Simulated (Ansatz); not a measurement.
Ideal-gas functions of CH3NSSi, SMILES `N=C1[SiH2]S1` at 800 K and 1 bar, from an Ansatz frequency run at PBE0-D4/def2-TZVP.

Molar mass 89.19 g/mol, point group Cs (symmetry number 1), electronic degeneracy 1, moments of inertia 76.192, 107.184, 177.226 u Å². Harmonic wavenumbers (cm⁻¹, unscaled): 327, 346, 422, 565, 597, 607, 671, 723, 855, 953, 1161, 1764, 2250, 2270, 3463.

Use S(trans) = R[1.5 ln M + 2.5 ln T − 1.1517]; rotational temperatures θ = 24.2544 K / I; S(rot) = R[ln(√π/σ · √(T³/θAθBθC)) + 1.5]; for each mode x = 1.438777 ν̃/T, S = R[x/(eˣ − 1) − ln(1 − e⁻ˣ)] and H = RT x/(eˣ − 1); 1 cm⁻¹ = 0.0119627 kJ/mol; R = 8.31446 J/(mol·K).

Task: By hand: the entropy, in J/(mol·K).

Result: Translation 185.4. Rotation: θ = 0.3183, 0.2263, 0.1369 K, giving 119.8. Vibration, mode by mode: 12.85, 12.39, 10.80, 8.53, 8.11, 7.99, 7.24, 6.69, 5.51, 4.78, 3.56, 1.51, 0.75, 0.72, 0.12, in all 91.5. Electronic 0.0. Sum 396.7 J/(mol·K).

Task: By hand: H − E and G − E in kJ/mol, counted from the electronic energy.

Result: Zero-point energy ½ × 16974 × 0.0119627 = 101.5; thermal vibration 41.2; translation, rotation and pV give 4 RT = 26.6. H − E = 169.3 kJ/mol, and G − E = 169.3 − 800 × 396.7/1000 = -148.1 kJ/mol.

Vibration gives 23 % of the entropy. The sum counts one conformer and one mirror image; others add a mixing term.
